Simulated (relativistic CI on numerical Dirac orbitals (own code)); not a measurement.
# Hyperfine structure of Tl VII, mass number 203

Calculated at this level of theory: Dirac-Coulomb-Breit CI, separate exchange-only KLI orbitals for each configuration, QED by a radiative potential, unscaled Slater integrals (own radial code, finite nucleus).

Configuration list (outside the closed core [Kr] 4d10 4f14): 5s²5p⁶5d⁷, 5s²5p⁶5d⁶6s, 5s²5p⁶5d⁶5f, 5s²5p⁶5d⁶6p, 5s²5p⁵5d⁸, 5s²5p⁶5d⁶5g, 5s²5p⁶5d⁵6s², 5s²5p⁶5d⁶6d, 5s²5p⁶5d⁶7s, 5s²5p⁶5d⁵6s6p, 5s²5p⁶5d⁶7p, 5s²5p⁴5d⁹, 5s²5p⁶5d⁶7d, 5s5p⁶5d⁸, 5s²5p⁵5d⁷6s. Levels of other configurations are missing.

Nuclear spin I = 1/2, μ = 1.616 μN (tables of Stone and Pyykkö). The electronic factors are computed for point nuclear moments, without core polarisation or the Bohr-Weisskopf and QED corrections.

```tsv
Level	E (cm⁻¹)	A (MHz)
5s²5p⁶5d⁷ ⁴F9/2	0.0	4343
5s²5p⁶5d⁷ ⁴F7/2	16513.3	4873
5s²5p⁶5d⁷ ⁴P5/2	27286.1	2182
5s²5p⁶5d⁷ ²G9/2	29071.8	5856
5s²5p⁶5d⁷ ⁴P1/2	31281.6	-3587
5s²5p⁶5d⁷ ²H11/2	38753.7	6485
5s²5p⁶5d⁷ ²G7/2	39476.8	7696
5s²5p⁶5d⁷ ²D5/2	45734.2	5888
```

Levels with J = 0, under 50 % of one LS term, or S terms without an open s electron are left out. Small factors come from cancelling terms and can be off by tens of per cent or more.

At this charge configurations can still be misplaced by up to about 7 % of their energy. Terms inside the open d or f shell come out 10 to 20 % too wide with unscaled integrals. Levels and lines within the n = 5 or 6 shells can be off by up to 10 % or somewhat more, and those that change n by about 2 %, since core polarisation is missing.

Question: Give the hyperfine levels of 5s²5p⁶5d⁷ ⁴F9/2 relative to its centre of gravity.

Answer: With K = F(F + 1) − I(I + 1) − J(J + 1), E = AK/2: F = 4: -11940, F = 5: 9771 MHz.

LS names give the leading component of a level, which can be under half, so a name can repeat, a term be missing and a line seem to break the LS rules.
